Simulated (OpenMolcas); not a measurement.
Cr2+ (d4) among equal point charges was computed by CASSCF with the d shell active (OpenMolcas, ANO-RCC-VDZP on the metal). Its lowest spin-free states, and all those of the highest spin:

```
2S+1  Degeneracy  E (cm-1)
   5           2       0.0
   5           3     10632
   3           3     10891
   3           2     19434
   3           3     19543
   3           3     20350
   1           3     20425
   1           2     21565
   3           1     22485
   3           1     22854
   1           1     26357
   3           2     26885
```

Question: Is the site octahedral, tetrahedral or cube-like, axial, or of lower symmetry?

Answer: The states with 2S+1 = 5 have orbital degeneracies 2, 3. Threefold states need a cubic site. For d4 at this spin an octahedron puts the twofold E below the threefold T2 and a tetrahedron or cube puts the threefold T2 below the twofold E, so the site is octahedral. The first gap at this spin, 10600 cm-1, is |10Dq| in ligand-field theory. The run had Cr2+ among 6 point charges of -2 e arranged as an octahedron (Oh), 1.84 Å from the ion.

An orbital doublet at a regular site is open to a Jahn-Teller distortion, which this geometry leaves out. Without dynamic correlation the repulsion within the d shell is too large (B by tens of per cent), so at a given field states of lower spin stand too high. This is an electrostatic model: the charges have no orbitals. No measured value stands beside these numbers.
